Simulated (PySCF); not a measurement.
Dipole response of Ge⁻ (germanium, charge -1)

[Ar] 3d10 4s2 4p3, high-spin 4S determinant. All numbers are calculated (PySCF 2.14, scalar relativity by spin-free X2C-1e, in aug-cc-pVTZ-DK). Coupled (time-dependent) response in atomic units; α is the mean over directions.

```csv
method,mean α (bohr³),C₆ (like pair),S(−4)
UHF,124.4,1794,8020
wB97X-V,132.1,1909,10000
M06-2X,147.3,2207,11880
```

S(−4) is the Cauchy moment in α(ω) = α(0) + S(−4) ω² + …

α(iu) at wB97X-V:

```tsv
u (hartree)	α(iu) (bohr³)
0	132.1
0.0500	112.9
0.100	84.40
0.200	48.82
0.300	30.83
0.500	15.16
0.750	8.023
1.00	4.998
1.50	2.529
2.00	1.549
3.00	0.7655
5.00	0.3037
```

For an ion, C₆ is the dispersion term alone; charge-induced terms of lower order in 1/R come first.
